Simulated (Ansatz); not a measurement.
A structure relaxed at r2SCAN-D4/def2-TZVP in Ansatz, charge 0, singlet:

Cartesian coordinates in Å:
```
Li -2.698 0.194 2.149
Li 0.896 -0.399 -2.107
Li 0.540 0.266 0.817
Li 3.165 0.197 -0.680
Li -1.894 -0.234 -0.087
H -1.046 0.276 1.635
H -3.489 -0.246 0.693
H 2.587 -0.244 -2.235
H 2.265 0.438 0.728
H -0.327 -0.248 -0.912
```

(1) Give its formula and point group.

(2) Summarise the bond lengths by kind (pairs closer than 1.2 times the sum of covalent radii, bridged metal pairs left out).

Answers

(1) the cluster Li₅H₅. Point group Cs (tolerance 0.1 Å).

(2) 2 × Li–Li 2.64 to 3.02 Å; 10 × H–Li 1.69 to 1.78 Å.

Another isomer (singlet) lies 0.46 eV lower at PBE0-D4/def2-TZVP; other spin states weren't run for this one.
